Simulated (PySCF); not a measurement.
## Polarisability and C₆ of Xe²⁺ (xenon, charge +2)

[Kr] 4d10 5s2 5p4, high-spin 3P determinant. Calculation: PySCF 2.14, in x2c-QZVPPall with one added diffuse shell each of s, p, d, f type (14s10p8d5f1g, 128 functions); scalar relativity by spin-free X2C-1e. Coupled (time-dependent) response in atomic units; α is the mean over directions.

| method | mean α (bohr³) | α xx, yy, zz | C₆ (like pair) | S(−4) |
| --- | --- | --- | --- | --- |
| BP86 | 12.82 | 12.72, 13.02, 12.72 | 92.40 | 27.60 |

S(−4) is the Cauchy moment in α(ω) = α(0) + S(−4) ω² + …

Spin-orbit coupling is absent.

α(iu) at BP86:

```tsv
u (hartree)	α(iu) (bohr³)
0	12.82
0.0500	12.76
0.100	12.55
0.200	11.82
0.300	10.78
0.500	8.506
0.750	6.166
1.00	4.577
1.50	2.820
2.00	1.956
3.00	1.151
5.00	0.5620
```

A single London oscillator, α(iu) = α/(1 + u²/ω²), gives C₆ = (3/4) ω α². Matching the computed C₆ needs ω = 4 × 92.40 / (3 × 12.82²) = 0.750 hartree.

For an ion, C₆ is the dispersion term alone; charge-induced terms of lower order in 1/R come first.

The components differ because the open shell of this determinant is not spherical; for a pure term their mean is the scalar polarisability.
